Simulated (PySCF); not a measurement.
C6H9Cl2NSi.
Cartesian coordinates in Å at the GFN2-xTB level; atoms count from 1:
```
atom  x, y, z in Å
N1     1.182   -2.994    0.839
C2     0.776   -2.018    0.398
Si3    0.137   -0.401   -0.298
C4     1.509    0.883    0.064
C5     2.873    0.292   -0.164
Cl6    2.990   -0.371   -1.809
Cl7    4.161    1.509    0.062
C8    -1.420    0.034    0.662
C9    -2.490    0.879    0.022
C10   -2.735   -0.572    0.254
H11   -0.103   -0.590   -1.728
H12    1.383    1.753   -0.581
H13    1.458    1.238    1.094
H14    3.093   -0.530    0.520
H15   -1.296    0.182    1.730
H16   -3.010    1.594    0.641
H17   -2.342    1.214   -0.993
H18   -2.750   -1.231   -0.600
H19   -3.424   -0.862    1.033
```

NICS is the negative of the GIAO shielding at a point without a nucleus: at the ring centre (0) and 1 Å above and below it (1); zz is the component along the ring normal. Level: GIAO PBE0/pcSseg-1 (PySCF, non-relativistic, gas phase) on the GFN2-xTB geometry, one conformer.

Ring bond lengths (Å), with Mayer bond orders in brackets: C8–C9 1.506 (0.95), C9–C10 1.490 (0.97), C10–C8 1.505 (0.95).

**Question.** What do the NICS probes read (ppm)?

**Answer.** 
```csv
ring,type,NICS(0),"NICS(1), two faces","NICS(1)zz, two faces",rms pucker (Å),"centre to ring atoms, mean (Å)"
C8–C9–C10,3-membered carbocycle; formal bonds all single,-45.2,-8.3 / -9.2,-23.9 / -23.4,0.00,0.87
```

**Question.** What do they say, and how far can they be read as aromaticity?

**Answer.** 
- C8–C9–C10: mean NICS(1)zz -23.7 ppm, shielded. C8, C9, C10 have four or more neighbours; no verdict on aromaticity is drawn. NICS(0) lies 36 ppm below the mean NICS(1).

**Question.** Give the inner angles of the rings and the Hirshfeld charges of the ring atoms.

**Answer.** 
- C8–C9–C10: C8 59.3° (-0.131 e), C9 60.3° (-0.083 e), C10 60.4° (-0.081 e); sum 180.0° against 180° for a flat convex ring.
